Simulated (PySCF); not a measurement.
**Working out the ionisation energy of V+**

V+ [Ar] 3d4 (5D) → V(2+) [Ar] 3d3 (4F). All numbers are calculated (PySCF 2.14, the non-relativistic Hamiltonian (point nucleus), in pcseg-2 (6s4p3d2f1g, 56 functions)). Frozen: [Ar]. Energies in hartree (1 hartree = 27.21139 eV):

| part | V+ (lower) | V(2+) (upper) |
| --- | --- | --- |
| UHF | -942.653804 | -942.168063 |
| MP2 opposite-spin | 0.000000 | 0.000000 |
| MP2 same-spin | -0.042663 | -0.015869 |

Question: What does Hartree-Fock give?

Answer: (-942.168063) − (-942.653804) = 0.485741 hartree = 13.218 eV.

Question: What do MP2 and SCS-MP2 (6/5 opposite-spin, 1/3 same-spin) give?

Answer: The opposite-spin parts differ by 0.000 eV and the same-spin parts by 0.729 eV. MP2: 13.218 + (0.000) + (0.729) = 13.947 eV. SCS-MP2: 13.218 + 1.2 × (0.000) + (0.729)/3 = 13.461 eV.

Reference: 14.634 ± 0.007 eV (measured; NIST Atomic Spectra Database, ionization energies), between the lowest levels; spin-orbit coupling is absent from the calculation.

The calculation is non-relativistic.

What remains against the reference includes basis incompleteness, the frozen core and correlation beyond second order.
